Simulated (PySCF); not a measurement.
Cartesian coordinates in Å; atom numbers follow the order of the lines, from 1:
```xyz
20

C    -2.945    2.425    0.027
C    -2.209    1.480   -0.082
Si   -1.087    0.016   -0.262
C    -2.093   -1.518   -0.748
C     0.238   -0.138    1.113
C     1.329    0.414    0.163
C     2.539   -0.444    0.116
N     3.676    0.021    0.371
C     0.549    0.414   -1.176
H    -3.586    3.253    0.125
H    -2.814   -1.760    0.027
H    -1.460   -2.386   -0.899
H    -2.645   -1.339   -1.665
H     0.118    0.455    2.015
H     0.453   -1.160    1.423
H     1.624    1.424    0.446
H     2.338   -1.494   -0.158
H     4.449   -0.640    0.311
H     0.899   -0.368   -1.849
H     0.623    1.356   -1.710
```

Theoretical values (PySCF): structure optimised with GFN2-xTB, shieldings: GIAO PBE0/pcSseg-1. No solvent, non-relativistic Hamiltonian, equivalent nuclei averaged, one computed conformer.

Chemical shifts δ = σref − σ; ¹³C (σref 186.93) and ¹H (σref 31.72) and ²⁹Si (σref 349.16) vs TMS; ¹⁵N (σref 267.73) vs NH3, all at this level.

```
      atoms  nucleus  count  Hirshfeld charge  δ (ppm)
         C6      ¹³C      1             -0.03     39.7
        Si3     ²⁹Si      1              0.42    -15.9
         N8      ¹⁵N      1             -0.23        ?
         C4      ¹³C      1             -0.21      2.1
        H18       ¹H      1              0.11    10.43
         C7      ¹³C      1              0.05    180.7
        H10       ¹H      1              0.10     2.15
         C1      ¹³C      1             -0.09    105.2
    H14/H20       ¹H      2              0.04     1.89
      C5/C9      ¹³C      2             -0.16        ?
    H15/H19       ¹H      2              0.03     1.25
        H17       ¹H      1              0.04        ?
         C2      ¹³C      1             -0.16     91.6
H11/H12/H13       ¹H      3              0.05        ?
        H16       ¹H      1              0.05        ?
```

Q: Estimate the values marked ?.

A: 
- C5/C9: 22.1 ppm, carbon bonded to C, Si, 2 H
- H17: 8.18 ppm, hydrogen on a carbon bonded to C, N
- H16: 3.12 ppm, hydrogen on a carbon bonded to 3 C
- H11/H12/H13: 0.42 ppm, hydrogen on a carbon bonded to Si
- N8: 345.7 ppm, nitrogen bonded to C, H

Exchangeable OH/NH protons stand at their gas-phase positions; hydrogen bonding in a real sample shifts them, mostly to higher δ. Shifts are as computed. Against solution values, carbons near 30 ppm lie about +3 ppm off and those near 130 ppm about +5 ppm. Of 1211 compounds with measured shifts, 218 miss one by over three times the rms of a fit or turn the order of signals round; such compounds aren't used in these exercises. Experimental scales use liquid or dissolved standards, which lie at an offset from isolated NH3 (liquid NH3: subtract about 20 ppm). Unscaled 15N shifts of sp2 nitrogen come out 20 to 40 ppm too high even then.
